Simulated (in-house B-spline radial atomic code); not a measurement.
Whole-atom quantities along the 60-electron series, configuration [Kr] 4d10 4f12 5s2. Computed with a B-spline radial code for spherical atoms: non-relativistic Hartree-Fock, average of the configuration, point nuclei.

This level leaves out relativity, spin-orbit splitting included, which matters for heavy ions.

```tsv
ion	Z	E/Z² (Eh)	Σ<r²> (bohr²)	n(0)/Z³ (bohr⁻³)	Lamb diamagnetic shielding (ppm)	repulsion over attraction
Yb10+	70	-2.7269	15.919	0.7144	7972.41	0.14999
Lu11+	71	?	?	?	?	?
Hf12+	72	?	?	?	?	?
Ta13+	73	-2.7671	13.038	0.71567	8400.75	0.14638
W14+	74	-2.7799	12.281	0.71608	8543.23	0.14516
Re15+	75	-2.7926	11.597	0.71648	8685.6	0.14394
Os16+	76	-2.805	10.978	0.71687	8827.87	0.14271
Ir17+	77	-2.8172	10.413	0.71726	8970.05	0.14149
Pt18+	78	?	?	?	?	?
Au19+	79	-2.8408	9.4202	0.71801	9254.2	0.13906
```

Q: Fill in the row of Lu11+.

A: E/Z² (Eh): -2.7406; Σ<r²> (bohr²): 14.836; n(0)/Z³ (bohr⁻³): 0.71483; Lamb diamagnetic shielding (ppm): 8115.37; repulsion over attraction: 0.1488.

Q: Fill in the row of Hf12+.

A: E/Z² (Eh): -2.7539; Σ<r²> (bohr²): 13.884; n(0)/Z³ (bohr⁻³): 0.71525; Lamb diamagnetic shielding (ppm): 8258.14; repulsion over attraction: 0.1476.

Q: Fill in the row of Pt18+.

A: E/Z² (Eh): -2.8291; Σ<r²> (bohr²): 9.8957; n(0)/Z³ (bohr⁻³): 0.71764; Lamb diamagnetic shielding (ppm): 9112.16; repulsion over attraction: 0.14027.

Q: With what power of Z does the column «Σ<r²> (bohr²)» change over this range?

A: A fit of the logarithm of its size against log Z from Z = 70 to 79 has slope -4.32. Unscreened non-relativistic hydrogenic orbitals would give -2.
